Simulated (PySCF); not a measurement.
C₆ coefficients of unlike pairs at PBE0

Calculated with PySCF 2.14 from the dipole response of each species, C₆(A,B) = (3/π) ∫ α_A(iu) α_B(iu) du, in atomic units, from isotropic polarisabilities. For ions this is the dispersion term alone; charge-induced terms of lower order in 1/R come first.

```tsv
species	configuration	basis	relativity	α (bohr³)	C₆ (like pair)
O	[He] 2s2 2p4 (3P)	dyall-av2z (11s7p2d)	none	4.555	13.31
Mo³⁺	[Kr] 4d3 (4F)	aug-cc-pwCVTZ-PP with ECP28MDF (8s8p7d4f3g)	core potential	5.763	25.61
Ni²⁺	[Ar] 3d8 (3F)	aug-cc-pVTZ (8s7p5d3f2g)	none	3.040	8.485
P³⁺	[Ne] 3s2 (1S)	aug-cc-pwCVQZ (10s9p7d5f3g)	none	6.832	17.40
```

**Question.** Estimate C₆ for P³⁺ with O.

**Answer.** The integral gives 14.59. The combination rule 2 C_A C_B / (C_A α_B/α_A + C_B α_A/α_B) gives 14.67 and the geometric mean 15.22.

No spin-orbit coupling is included.

The other pairs:

```
      pair     C₆
   Ni²⁺, O  10.38
 P³⁺, Mo³⁺  19.69
   Mo³⁺, O  18.39
 P³⁺, Ni²⁺  10.86
Ni²⁺, Mo³⁺  14.59
```
